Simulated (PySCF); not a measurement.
Problem. Give a PBE0-D3(BJ)/def2-SVP geometry of `[O]=[Mo-2](=[O])(=[O])=[O]` ([MoO4]2-). (Charge -2 and singlet state.)

Solution. 
```xyz
5
MoO4 angstrom
Mo     0.015   -0.022   -0.013
O      0.027   -0.041    1.753
O      1.675   -0.043   -0.612
O     -0.798    1.440   -0.580
O     -0.845   -1.444   -0.611
```

Orientation and origin are arbitrary. Atoms count from 1 in this order. Mo1 (molybdenum bonded to 4 O) is tetrahedral (angles from 109.4° to 109.5°). All 4 Mo–O bonds measure 1.766 to 1.767 Å.

Bonds between heavy atoms (Å): Mo1–O2 1.766, Mo1–O3 1.766, Mo1–O4 1.767, Mo1–O5 1.766.

Level of theory: PBE0-D3(BJ)/def2-SVP geometry optimisation, gas phase, def2 core potentials past Kr in PySCF 2.14.0.

Point group: Td (every atom within 0.08 Å of its image). Whether it is a minimum is left open (no frequencies). Whether so highly charged an anion holds all its electrons in the gas phase wasn't checked; a finite basis holds them in any case. The ion is multiply charged and computed without counter-ions or solvent.
